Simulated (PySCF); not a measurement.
A structure optimised at B3LYP-D3(BJ)/def2-SVP, used in a PySCF frequency run:

```xyz
4

Al     0.4459     1.0472     0.0000
Cl    -0.9939     2.5533     0.0000
F      2.0414     1.4913     0.0000
I     -0.1373    -1.3291     0.0000
```
Charge 0, spin multiplicity 1.

**Question.** Write its SMILES, formula and point group.

**Answer.** [F][Al]([Cl])[I], AlClFI, Cs

**Question.** What are its rotational constants (standard atomic weights)?

**Answer.** 4.1458, 0.96278, 0.78133 GHz
